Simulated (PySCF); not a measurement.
Record of a relaxation.

Compound: [Mo(NMe)(eg)2]-, C5H11MoNO4 (charge -1 and doublet state).
Bonds: Mo1–N2, Mo1–O7, Mo1–O10, Mo1–O15, Mo1–O18, N2–C3, O7–C8, C8–C9, C9–O10, O15–C16, C16–C17, C17–O18. Hydrogens: H4, H5, H6 on C3; H11, H12 on C8; H13, H14 on C9; H19, H20 on C16; H21, H22 on C17.

Computed by this run: PBE0-D3(BJ)/def2-SVP geometry optimisation, gas phase, def2 core potentials past Kr in PySCF; unrestricted, density fitting, grid level 1; the optimiser is geomeTRIC in internal coordinates, started from a GFN2-xTB structure with every atom displaced at random (about 0.03 Å). 3 of its 10 geometries are shown. The frame can shift and turn from step to step; on so coarse a grid that alone can change the energy by a few meV, and forces under 0.02 eV/Å are noise.

Step 0: E = -16873.5290 eV, largest atomic force 8.262 eV/Å
```
atom  x, y, z in Å  |  force x, y, z in eV/Å
Mo1     0.061   -0.076   -0.094   -1.213   2.963  -0.062
N2     -0.016   -0.021    1.631   -0.132  -0.226  -0.480
C3     -0.061   -0.021    3.022    8.008   0.960  -1.790
H4     -0.922   -0.127    3.436   -6.695  -0.829   2.695
H5      0.602   -0.860    3.417   -0.509   0.639  -0.094
H6      0.393    0.941    3.452   -0.397  -0.818  -0.320
O7      1.935    0.116   -0.678    0.272   0.011  -0.134
C8      2.462    1.415   -0.696   -3.770  -0.191   2.889
C9      1.307    2.370   -1.128   -0.406  -1.111  -2.860
O10     0.084    1.828   -0.788    0.215  -0.899   0.835
H11     3.289    1.448   -1.303    2.640   0.342  -1.863
H12     2.726    1.695    0.371    0.231   0.004  -0.644
H13     1.282    2.469   -2.321    0.537   0.041   1.798
H14     1.394    3.379   -0.739    0.363   0.756   0.345
O15    -1.922   -0.150   -0.672    1.849   3.075   0.265
C16    -2.417   -1.352   -0.670   -1.249  -3.118  -0.388
C17    -1.306   -2.308   -1.218   -1.776  -2.441   0.169
O18    -0.119   -1.810   -0.818    1.387  -1.041  -0.440
H19    -3.323   -1.469   -1.332    0.113   0.066   0.120
H20    -2.781   -1.682    0.350    0.264  -0.158  -0.168
H21    -1.414   -2.405   -2.348    0.328   0.291   0.668
H22    -1.419   -3.426   -0.830   -0.061   1.683  -0.542
```

Step 4: E = -16874.8304 eV, largest atomic force 0.122 eV/Å
```
atom  x, y, z in Å  |  force x, y, z in eV/Å
Mo1    -0.008    0.001   -0.071    0.021   0.004  -0.015
N2     -0.004   -0.007    1.657    0.023  -0.023  -0.006
C3      0.006   -0.033    3.060   -0.121  -0.008   0.013
H4     -1.015   -0.169    3.479    0.077   0.011  -0.037
H5      0.623   -0.866    3.455    0.018   0.011   0.007
H6      0.405    0.905    3.496    0.019  -0.007   0.006
O7      1.893    0.115   -0.659   -0.066  -0.015  -0.016
C8      2.386    1.405   -0.683    0.094   0.060  -0.032
C9      1.282    2.331   -1.200   -0.012  -0.006   0.000
O10     0.062    1.850   -0.751    0.013   0.026   0.060
H11     3.294    1.482   -1.325   -0.031  -0.010   0.022
H12     2.699    1.740    0.335   -0.035  -0.015   0.012
H13     1.303    2.357   -2.313    0.003  -0.017  -0.002
H14     1.455    3.377   -0.858   -0.003  -0.004  -0.024
O15    -1.910   -0.106   -0.638   -0.012  -0.050  -0.050
C16    -2.408   -1.397   -0.688    0.034   0.090   0.010
C17    -1.306   -2.312   -1.229    0.087   0.005   0.034
O18    -0.080   -1.836   -0.783   -0.084  -0.025   0.048
H19    -3.316   -1.451   -1.328   -0.020  -0.025   0.004
H20    -2.713   -1.750    0.325    0.007  -0.005   0.011
H21    -1.335   -2.322   -2.342   -0.006   0.014  -0.009
H22    -1.473   -3.361   -0.898   -0.007  -0.013  -0.039
```

Step 9: E = -16874.8391 eV, largest atomic force under 0.02 eV/Å
```
atom  x, y, z in Å  |  force x, y, z in eV/Å
Mo1    -0.008   -0.002   -0.045    0.003  -0.003  -0.008
N2      0.001   -0.020    1.681    0.000  -0.006   0.010
C3      0.005   -0.031    3.084    0.002   0.003  -0.004
H4     -1.014   -0.162    3.501    0.001   0.000   0.001
H5      0.626   -0.855    3.492   -0.001  -0.001   0.001
H6      0.406    0.912    3.511   -0.002   0.001   0.001
O7      1.880    0.114   -0.662    0.003   0.006   0.002
C8      2.374    1.407   -0.688   -0.005  -0.009  -0.003
C9      1.263    2.316   -1.209    0.005   0.003   0.001
O10     0.060    1.863   -0.690   -0.006   0.001   0.001
H11     3.284    1.481   -1.325    0.000   0.002   0.000
H12     2.673    1.746    0.333    0.002   0.002   0.001
H13     1.249    2.278   -2.323    0.000   0.001  -0.001
H14     1.452    3.377   -0.934   -0.001  -0.002   0.000
O15    -1.903   -0.107   -0.639    0.002   0.013   0.000
C16    -2.394   -1.400   -0.694   -0.002  -0.014   0.002
C17    -1.288   -2.293   -1.251   -0.009   0.000  -0.006
O18    -0.080   -1.851   -0.735    0.005   0.003   0.004
H19    -3.311   -1.459   -1.323    0.001   0.001  -0.002
H20    -2.682   -1.766    0.320    0.000   0.001  -0.001
H21    -1.287   -2.228   -2.364    0.001   0.000   0.001
H22    -1.472   -3.362   -0.999    0.002  -0.001   0.001
```

Problem. Summarise the path.

Solution. The energy falls by 30.21 kcal/mol from step 0 to step 9; nine tenths of that is first reached at step 1. It falls at every step. The largest force goes from 8.262 to under 0.02 eV/Å. Among the bonds C3–H4 changes most, from 0.961 to 1.109 Å; the atoms move by 0.114 Å rms after alignment.

Problem. Follow the three bonds and two angles with the largest change from start to end.

Solution. 
| step | E above end (kcal/mol) | largest force (eV/Å) | C3–H4 (Å) | Mo1–O18 (Å) | C8–H11 (Å) | O10–C9–H13 (°) | N2–C3–H4 (°) |
| --- | --- | --- | --- | --- | --- | --- | --- |
| 0 | 30.21 | 8.262 | 0.961 | 1.887 | 1.026 | 105.0 | 117.4 |
| 1 | 2.15 | 1.503 | 1.096 | 1.967 | 1.103 | 111.5 | 112.2 |
| 2 | 0.71 | 0.619 | 1.109 | 1.966 | 1.111 | 110.6 | 111.9 |
| 3 | 0.32 | 0.141 | 1.113 | 1.970 | 1.115 | 110.4 | 111.9 |
| 4 | 0.20 | 0.122 | 1.112 | 1.972 | 1.115 | 110.4 | 111.9 |
| 5 | 0.09 | 0.194 | 1.109 | 1.972 | 1.114 | 110.4 | 112.0 |
| 6 | 0.03 | 0.155 | 1.108 | 1.974 | 1.113 | 110.5 | 112.0 |
| 7 | 0.01 | 0.058 | 1.108 | 1.975 | 1.112 | 110.6 | 112.0 |
| 8 | 0.00 | 0.029 | 1.108 | 1.975 | 1.113 | 110.6 | 112.0 |
| 9 | 0.00 | under 0.02 | 1.109 | 1.976 | 1.113 | 110.6 | 112.0 |

The cost below is that of the whole optimisation. Time: 17 min wall; peak memory 1.5 GiB. Hardware: one thread of an Intel Xeon Platinum 8488C, on a shared host.

For an open-shell metal species like this, the optimisation's SCF solution wasn't tested for stability and no frequencies at its level were run, so a lower state or another shape may exist.
